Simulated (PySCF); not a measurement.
B3LYP has the VWN-RPA correlation part, as in Gaussian. Delta-SCF ions had no search for a lower state. Excitations are Tamm–Dancoff values on a coarser integration grid. The basis has no diffuse functions, so Rydberg states are missing or too high.

Cartesian coordinates (Å):
```xyz
21

C     -4.0721     0.2737     1.0774
C     -2.6206     0.1615     0.7346
C     -2.0232    -0.6937    -0.1467
C     -0.5956    -0.5310    -0.2344
C      0.3434    -1.2240    -1.0233
C      1.6893    -0.8923    -0.9425
C      2.1556     0.1334    -0.0815
Si     3.9842     0.5569    -0.0033
C      1.2289     0.8280     0.7072
C     -0.1274     0.4954     0.6272
S     -1.4521     1.2244     1.5139
H     -4.4654     1.2783     0.8497
H     -4.2504     0.0885     2.1497
H     -4.6545    -0.4602     0.5021
H     -2.5826    -1.4294    -0.7272
H      0.0077    -2.0188    -1.6941
H      2.4041    -1.4416    -1.5623
H      4.7953    -0.6382     0.3777
H      4.1941     1.6321     1.0094
H      4.4844     1.0338    -1.3278
H      1.5570     1.6232     1.3814
```
Charge 0, multiplicity 1.

Question: What vertical ionisation energy (Delta-SCF), HOMO, HOMO–LUMO gap, S1 excitation (TDA) and LUMO does B3LYP-D3(BJ)/def2-TZVP // B3LYP-D3(BJ)/def2-SVP (PySCF 2.14.0) give?

Answer: 
```json
{
  "vertical ionisation energy (Delta-SCF)": "7.86 eV",
  "HOMO": "-6.16 eV",
  "HOMO–LUMO gap": "4.95 eV",
  "S1 excitation (TDA)": "4.47 eV",
  "LUMO": "-1.20 eV"
}
```
